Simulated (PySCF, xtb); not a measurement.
GeH2Br2, SMILES [Br][GeH2][Br].

GFN2-xTB (xtb) at its own geometry gives an orbital gap of 5.89 eV and a dipole moment of 4.49 D.

The structure is a stationary point at B3LYP-D3(BJ)/def2-SVP.

Question: What does M06-2X/def2-TZVPD (PySCF) give? (The exact figures need the calculation; the answer reports its results.)

Answer: gap 9.10 eV (levels -9.73 and -0.62 eV), dipole 1.86 D.
